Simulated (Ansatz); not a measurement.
## Worked example: vertical energy of the triplet above the singlet of C2H3In (SMILES C#[C][InH2])

The species is C2H3In (6 atoms), meant as a singlet with charge 0. As SMILES, `C#[C][InH2]`. The coordinates come from a PBE0-D4/def2-TZVP relaxation.

Both states at this one shape; open shells run unrestricted unless said. 1 Eh = 27.2114 eV.

```
                               level  program  singlet C2H3In (Eh)  triplet C2H3In (Eh)
                            HF/3-21G   Ansatz         -5791.704999         -5791.549599
    B3LYP/def2-SVPD (core potential)   Ansatz          -268.057628          -267.900833
CAM-B3LYP/def2-SVPD (core potential)   Ansatz          -267.917419          -267.747557
```

Task: Work out the vertical gap, second state less first, at each level.

Result: 
1. HF/3-21G: -5791.549599 − (-5791.704999) = 0.155400 Eh = 4.23 eV.
2. B3LYP/def2-SVPD (core potential): -267.900833 − (-268.057628) = 0.156795 Eh = 4.27 eV.
3. CAM-B3LYP/def2-SVPD (core potential): -267.747557 − (-267.917419) = 0.169862 Eh = 4.62 eV.

No measured value is set beside it here; the levels span 4.23 to 4.62 eV. Hartree–Fock favours the state with fewer electron pairs, since it lacks pair correlation. Spin-orbit coupling is left out. All-electron rows are non-relativistic unless named.
